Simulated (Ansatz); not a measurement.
Consider the formal exchange of groups at the Si–S bond: `N[SiH2]S[SiH](N)O` + `N[SiH](Cl)Cl` → `N[SiH2][Si](N)(Cl)Cl` + `N[SiH](O)S`.

Computed with Ansatz on PBE0-D4/def2-TZVP structures; ΔE is electronic, products minus reactants. CCSD(T)/CBS is the MP2 limit (def2-TZVPP, def2-QZVPP) plus CCSD(T) − MP2 in def2-TZVPP, frozen cores. DFT in def2-TZVPP. B3LYP here is the variant with VWN-RPA as its local correlation; programs differ in this. One conformer a species, not always the lowest.

Problem. Is it downhill or uphill in electronic energy at CCSD(T)/CBS, and by how much? (Estimate.)

Solution. The calculation gave: Uphill: ΔE = +93.3 kJ/mol.

Problem. What do these levels give: B3LYP-D4, HF/def2-TZVPP, MP2/def2-TZVPP, SCS-MP2/def2-TZVPP, CCSD(T)/def2-TZVPP, HF/def2-QZVPP? (Best estimate.)

Solution. The calculation gave: B3LYP-D4 88.1, HF/def2-TZVPP 87.0, MP2/def2-TZVPP 101.9, SCS-MP2/def2-TZVPP 96.7, CCSD(T)/def2-TZVPP 92.4, HF/def2-QZVPP 87.3 kJ/mol.

Largest T1 diagnostic among the species: 0.012.

From PBE to PBE0 (25 % exact exchange), in def2-TZVPP and without D4, ΔE moves by +3.5 kJ/mol. In def2-TZVPP, CCSD(T) changes the Hartree–Fock value by +5.3 kJ/mol (the triples alone add +2.6 kJ/mol) and MP2 by +14.9 kJ/mol.
